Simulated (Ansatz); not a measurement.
Cost and result up the ladder for Li5Te3 (the lowest doublet isomer of a short search) (8 atoms). Total charge 0; doublet. Geometry: PBE-D4/def2-SVP.

```xyz
8

Li    0.355    0.148    1.379
Li   -0.728   -0.101   -1.226
Li   -1.118    2.346    0.240
Li    2.794   -0.256   -1.140
Li   -1.323   -2.133    0.753
Te    1.107   -2.002   -0.267
Te   -2.371    0.211    0.964
Te    1.285    1.787   -0.703
```

Ansatz on 4 threads of Arm Neoverse V1 on a shared host. Times are rough, and most runs start from the orbitals of an earlier one. PBE0-D4/def2-TZVP serves as the yardstick here, not as an exact answer. Differences are given only for rows in sets of like size (and for xTB, whose basis is part of the method), since another set adds its own error. Binding counts from free atoms at the same level (Li doublet, Te triplet; other spins of the atoms weren't run), without zero-point energy or a counterpoise term.

In the def2 sets Te takes a core potential; there is no spin–orbit coupling. HSE06 is defined as in plane-wave codes, on full-range PBE exchange. Correlated methods freeze 12 core orbitals; core or outer-core shells of Li, Te are correlated, in sets that lack core-valence functions. The rows differ in basis, and correlated rows in double-zeta sets carry the largest basis error. The structure comes from a short search, and lower isomers may exist.

Correlated methods converge slowly with the basis, most of all in double-zeta sets.

| level | functions | wall time | binding energy per atom (eV) | difference from PBE0-D4/def2-TZVP (eV) |
| --- | --- | --- | --- | --- |
| PBE-D4/def2-SVP | 123 | 5 s | 2.39 | – |
| PBE0-D4/def2-SVP | 123 | 7 s | 2.36 | – |
| PBE-D4/def2-TZVP (with forces) | 220 | 8.5 s | 2.33 | 0.03 |
| BLYP-D4/def2-TZVP | 220 | 9 s | 2.26 | -0.04 |
| HSE06-D4/def2-TZVP | 220 | 16 s | 2.31 | 0.00 |
| MP2/def2-TZVP | 220 | 16 s | 2.21 | -0.09 |
| PBE0-D4/def2-TZVP | 220 | 16 s | 2.30 | 0.00 |
| r2SCAN-D4/def2-TZVP | 220 | 18 s | 2.32 | 0.02 |
| HF/def2-TZVP | 220 | 23 s | 1.54 | -0.76 |
| CCSD(T)/def2-SVP | 123 | 3.1 min | 2.11 | – |
